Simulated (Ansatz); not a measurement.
One change: `N[SiH](O)[SiH2][SiH3]` becomes `NC[SiH](N)O`.

Ansatz, PBE0-D4/def2-TZVP geometries, multiplicity 1. Each molecule was computed in one conformer, which needn't be the lowest.

| property | `N[SiH](O)[SiH2][SiH3]` |
| --- | --- |
| HOMO energy (PBE/def2-TZVPP) / eV | -5.97 |
| HOMO energy (B3LYP/def2-TZVPP) / eV | -6.98 |
| LUMO energy (B3LYP/def2-TZVPP) / eV | -0.21 |
| size of the dipole moment (ωB97M-V/def2-TZVPP) / D | 2.61 |
| HOMO–LUMO gap (ωB97M-V/def2-TZVPP) / eV | 10.86 |
| HOMO–LUMO gap (PBE/def2-TZVPP) / eV | 5.14 |

(1) Give the same properties after the change, and the shifts. (Best estimate.)

## Answers

(1) Ansatz gave: 
```tsv
property	`NC[SiH](N)O`	shift
HOMO energy (PBE/def2-TZVPP) / eV	-5.26	0.71
HOMO energy (B3LYP/def2-TZVPP) / eV	-6.50	0.48
LUMO energy (B3LYP/def2-TZVPP) / eV	0.43	0.64
size of the dipole moment (ωB97M-V/def2-TZVPP) / D	0.73	-1.88
HOMO–LUMO gap (ωB97M-V/def2-TZVPP) / eV	11.33	0.47
HOMO–LUMO gap (PBE/def2-TZVPP) / eV	5.17	0.03
```

With PBE0 the HOMO rises by 0.46 eV and the LUMO rises by 0.77 eV, so the gap widens by about 0.31 eV. PBE moves the HOMO by 0.71 eV and ωB97M-V by 0.16 eV. Dipoles are sizes alone; their direction can turn.

B3LYP here is the variant with VWN-RPA as its local correlation; programs differ in this.
